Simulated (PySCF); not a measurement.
**Excitation energy of Fe by level of theory**

Fe [Ar] 3d6 4s2 (5D) → Fe [Ar] 3d8 (3F), as a difference of total energies. Computed with PySCF 2.14 in def2-TZVPPD, with the non-relativistic Hamiltonian (point nucleus). Correlated levels: valence: [Ar] frozen; valence and next inner shell: [Ne] frozen. The calculations carry no spin-orbit coupling.

Order these methods by the excitation energy they give, lowest first.
A. MP2 (valence)
B. MP2 (valence and next inner shell)
C. SCS-MP2 (valence)
D. SCS-MP2 (valence and next inner shell)

B (18107 cm⁻¹), D (21510 cm⁻¹), A (25945 cm⁻¹), C (26656 cm⁻¹).

These non-relativistic numbers lack the scalar-relativistic shift.

Errors of the correlated levels include the incompleteness of this basis and the frozen core.

For comparison: 32863 cm⁻¹ (measured; NIST levels, between the centres of gravity of the two terms).
